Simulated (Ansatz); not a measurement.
AsN, SMILES `N#[As]`. Charge 0, multiplicity 1.

```xyz
2

N     0.194   -0.724    0.284
As   -0.194    0.724   -0.284
```

(1) List the harmonic frequencies (cm⁻¹, unscaled) at PBE0-D4/def2-TZVP in Ansatz. (An estimate is asked.)

(2) Is this a minimum?

(3) Give the ideal-gas thermochemistry at 298.15 K and 1 bar (rigid rotor, harmonic oscillator; point group C∞v, symmetry number 1).

(4) Rotational constants (cm⁻¹)?

Answers

(1) Computed: 1167.

(2) Yes, all 1 modes are real.

(3) Zero-point energy 7.0 kJ/mol; H(298) − E = 15.7 kJ/mol; entropy 222.6 J/(mol·K), of which translation 164.8, rotation 57.5, vibration 0.2; G(298) − E = -50.7 kJ/mol.

(4) 0.5557.
